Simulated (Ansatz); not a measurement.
The cluster PtSe₂, relaxed as a triplet with UKS PBE0-D4/def2-TZVP in Ansatz, starting from the PBE0-D4/def2-TZVP geometry of the neutral singlet. Force threshold 0.02 eV/Å.

In the def2 sets Pt takes a core potential; there is no spin–orbit coupling. The charge 0 triplet is spin-contaminated (final ⟨S²⟩ up to 2.63, 2.00 for a pure state). The relaxation made no stability test and no search for a lower SCF solution. At PBE0-D4/def2-TZVP a singlet of charge 0 lies 0.40 eV below the triplet, each at its own geometry. That singlet is doubtful there (restricted singlet, unstable towards broken spin symmetry). The structure comes from a short search, and lower isomers may exist.

Start:

| atom | x (Å) | y (Å) | z (Å) |
| --- | --- | --- | --- |
| Pt1 | -0.005 | 0.000 | 0.004 |
| Se2 | -0.213 | -2.175 | -0.051 |
| Se3 | 0.217 | 2.175 | 0.047 |

| step | energy (eV) | largest force component (eV/Å) | SCF passes |
| --- | --- | --- | --- |
| 1 | -133931.0637 | 1.703 | 204 |
| 2 | -133931.1878 | 0.514 | 119 |
| 3 | -133931.2068 | 0.153 | 49 |
| 4 | -133931.3448 | 0.536 | 49 |
| 5 | -133931.4280 | 0.298 | 41 |
| 6 (rejected) | -133931.4180 | 0.485 | 38 |
| 7 | -133931.4328 | 0.026 | 40 |
| 8 (rejected) | -133931.4326 | 0.038 | 39 |
| 9 | -133931.4330 | 0.003 | 39 |

Force components are those of the run's own axes.

End:

```xyz
3

Pt   -0.3500    0.0288    0.2885
Se   -0.0378   -2.1553   -0.1914
Se    0.3878    2.1265   -0.0972
```

By distances, no bond broke or formed. The bond that changes most is Pt1–Se2, from 2.19 to 2.26 Å (atoms count from 1).

No frequencies were taken in this run, so the end may be a saddle point.

It took 72 s on 4 threads of Arm Neoverse V2 on a shared host, peak host memory 0.73 GiB.
